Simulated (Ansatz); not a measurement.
A nudged elastic band was laid between two geometries of CH₅FMgSe (9 atoms, charge 0, multiplicity 1).

Method: Ansatz 0.2.0, RKS PBE/def2-mTZVP.

- movable images: 9
- climbing image: yes
- spring: 5.0 eV/Å²
- optimiser: quadratic models (default)
- start path: through a guess of the saddle point
- force threshold: 0.05 eV/Å
- iteration limit: 60
- end points: relaxed

First end point:

```xyz
9
Properties=species:S:1:pos:R:3
Mg 0.142 -0.518 0.270
F 1.212 -1.013 1.687
C -0.887 -0.820 -1.527
H 1.029 0.685 2.311
Se 0.284 1.922 1.818
H -1.860 -0.305 -1.531
H -0.323 -0.446 -2.396
H -1.086 -1.888 -1.710
H 1.490 2.383 1.077
```

Last end point:

```xyz
9
Properties=species:S:1:pos:R:3
Mg -0.087 0.046 0.210
F 1.043 -0.830 1.723
C -0.891 -0.809 -1.516
H 1.052 0.139 2.143
Se 0.398 2.004 1.875
H -1.969 -0.606 -1.614
H -0.411 -0.427 -2.430
H -0.765 -1.903 -1.518
H 1.630 2.386 1.127
```

What changes between the two ends?

No bond is made or broken.

Give the energies along the band, and the barrier.

The forces met the threshold. The highest image is number 4 of 0 to 10, 0.033 eV above the ends, which have the same energy within 2 meV. A vibrational analysis at the climbing image gives one clearly imaginary mode, 278i cm⁻¹: a first-order saddle point.

```csv
image,path coordinate (Å),energy (eV)
0,0.00,0.000
1,0.21,0.000
2,0.42,0.004
3,0.62,0.017
4,0.83,0.033
5,0.92,0.027
6,1.02,0.016
7,1.11,0.007
8,1.20,0.003
9,1.28,0.003
10,1.37,0.002
```

What is the geometry of the highest image?


```xyz
9
Properties=species:S:1:pos:R:3:forces:R:3
Mg 0.000 -0.199 0.257 0.00 0.00 0.00
F 1.080 -0.824 1.747 0.00 0.00 0.00
C -0.891 -0.828 -1.525 0.00 0.00 0.00
H 1.003 0.398 2.154 0.00 0.00 0.00
Se 0.387 1.963 1.867 0.00 0.00 0.00
H -1.943 -0.509 -1.594 0.00 0.00 0.00
H -0.375 -0.423 -2.409 0.00 0.00 0.00
H -0.878 -1.925 -1.617 0.00 0.00 0.00
H 1.617 2.347 1.120 0.00 0.00 0.00
```

What are the harmonic wavenumbers there?

278i, 15, 92, 102, 236, 318, 376, 423, 509, 600, 609, 714, 1056, 1165, 1221, 1437, 1439, 2307, 2959, 3032, 3035 cm⁻¹.

The band took 12 iterations and of the order of 6 core-minutes.

Time of the run: 3.1 min on 2 threads of Arm Neoverse V2 (shared host), peak memory 0.19 GiB.
